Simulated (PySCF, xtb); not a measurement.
BeBrI, SMILES [Be]([Br])[I].

xtb with GFN2-xTB at its own geometry gives an orbital gap of 5.86 eV and a dipole moment of 0.95 D.

The structure is a stationary point at B3LYP-D3(BJ)/def2-TZVP. The def2 effective core potentials stand for the cores of I; spin–orbit coupling is left out.

Q: What does CAM-B3LYP/def2-TZVPD in PySCF give? (An estimate is asked for; the answer gives what the named calculation found.)

A: gap 9.32 eV (levels -9.42 and -0.11 eV), dipole 0.27 D.
